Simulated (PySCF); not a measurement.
This PySCF input asks for the NMR shieldings of SMILES N#C[Si@@H](O)N1CCCC1, C₅H₁₀N₂OSi; the geometry comes from PBE0-D3(BJ)/def2-SVP.

```python
import basis_set_exchange as bse
import numpy as np
from pyscf import gto, dft
from pyscf.prop import nmr

atoms = """
N     2.484412    3.059435    0.133815
C     2.246494    1.984096   -0.230439
Si    1.841332    0.251859   -0.806248
O     3.074177   -0.729086   -0.290823
N     0.261077   -0.046413   -0.230800
C    -0.673591   -0.946485   -0.915149
C    -1.869332   -1.043791    0.032698
C    -1.824765    0.280801    0.786117
C    -0.329349    0.479114    0.997441
H     1.876748    0.166484   -2.281627
H     3.305091   -0.708655    0.642742
H    -0.978813   -0.525693   -1.891226
H    -0.233515   -1.938413   -1.114273
H    -1.725067   -1.878575    0.737958
H    -2.814978   -1.220135   -0.499674
H    -2.391886    0.270050    1.727988
H    -2.223949    1.093515    0.157492
H     0.004212   -0.084039    1.892029
H    -0.054373    1.534368    1.154385
"""
names = dict.fromkeys(["N", "C", "Si", "O", "H"], "pcSseg-1")
basis = {el: gto.basis.parse(bse.get_basis(n, elements=[el], fmt="nwchem")) for el, n in names.items()}
mol = gto.M(atom=atoms, basis=basis, charge=0, verbose=0)
mf = dft.RKS(mol, xc="PBE0")
mf.grids.level = 2
mf.grids.alignment = dft.numint.BLKSIZE   # the property module wants whole blocks of grid points
mf.conv_tol = 1e-9
mf.kernel()

calc = nmr.RKS(mf)   # GIAO
C = mf.mo_coeff
Co = C[:, mf.mo_occ > 0]
resp = mf.gen_response(singlet=True, hermi=2)
def vind(x):   # induced exchange potential for any number of trial vectors
    d = np.einsum("pi,xij,qj->xpq", C, 2 * x.reshape(-1, C.shape[1], Co.shape[1]), Co, optimize=True)
    return np.einsum("xpq,pi,qj->xij", resp(d - d.transpose(0, 2, 1)), C, Co, optimize=True).ravel()
mo1, _ = nmr.rhf.solve_mo1(calc, with_cphf=vind)
sigma = calc.kernel(mo1)
for i, s in enumerate(sigma):   # ppm
    print("%2d %-2s %9.2f" % (i, mol.atom_pure_symbol(i), np.trace(s) / 3))
```

Q: Give the expected output.

A: 
```
 0 N     -96.03
 1 C      57.68
 2 Si    406.86
 3 O     269.99
 4 N     198.97
 5 C     135.74
 6 C     153.78
 7 C     154.51
 8 C     134.01
 9 H      26.73
10 H      29.31
11 H      28.22
12 H      27.96
13 H      29.57
14 H      29.40
15 H      29.56
16 H      29.66
17 H      28.37
18 H      27.66
```

These numbers come from an equivalent density-fitted implementation of the same equations, which agrees with the script to about 0.01 ppm for H and up to a few tenths of a ppm for heavy atoms, so last digits may differ.

Q: Turn these shieldings into chemical shifts. Scale: $^{15}$N (265.67 ppm) against NH3; $^{13}$C (184.41 ppm) and $^{29}$Si (351.99 ppm) and $^{1}$H (31.27 ppm) vs TMS; H2O for $^{17}$O (334.56 ppm) (reference shieldings calculated alike).

A: Averaging equivalent atoms: N 0: 361.7; N 4: 66.7; C 1: 126.7; C 5/8: 49.5; C 6/7: 30.3; Si 2: -54.9; O 3: 64.6; H 9: 4.53; H 12/18: 3.46; H 11/17: 2.97; H 10: 1.96; H 14/15: 1.79; H 13/16: 1.65 ppm. Experimental scales use liquid or dissolved standards, which lie at an offset from isolated NH3 (liquid NH3: subtract about 20 ppm) and H2O (liquid H2O: subtract about 36 ppm). Unscaled 15N shifts of sp2 nitrogen come out 20 to 40 ppm too high even then.

Size and cost of the density-fitted run: 210 basis functions, 110 s wall time on 1 thread of an Intel Xeon, shared host; peak memory 0.97 GiB.
